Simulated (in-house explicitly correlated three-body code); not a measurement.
Computed with an exponentially correlated three-body code. Model: two electrons around a point charge, non-relativistic, variational in 260 exponentially correlated functions (energies converged to about 1e-7 hartree, or 1e-8 relative for large Z).

Command:
```bash
python run_hyl.py task.json out
```
Settings (lengths in bohr, energies in hartree):
```
Z                      8
screening              6.4
interaction_strength   1
functions              260
states_tried           1
```

Time taken, with all properties: 4.1 s on 1 thread of Intel(R) Xeon(R) 6975P-C (Granite Rapids), on a shared host.

**Ground state only, binding against the one-electron ion.**

Given: nuclear charge 8; Yukawa screening of all interactions 6.4 1/bohr.

Computed: one-electron threshold -2.86107549 hartree.

| term | energy (hartree) | binding (eV) |
| --- | --- | --- |
| 1 1S | -5.06113207 | 59.867 |

**Converged states only, values per electron or pair (inverse distances are <exp(-kr)/r>).**

| term | mean r (bohr) | mean r squared (bohr²) | mean inverse r (1/bohr) | mean r12 (bohr) | mean inverse r12 (1/bohr) | mean cosine | mean p1 dot p2 (bohr⁻²) | delta r1 (bohr⁻³) | delta r12 (bohr⁻³) |
| --- | --- | --- | --- | --- | --- | --- | --- | --- | --- |
| 1 1S | 0.34683 | 0.18393 | 2.0394 | 0.52377 | 0.59619 | -0.0091653 | 0.22698 | 67.297 | 4.4669 |
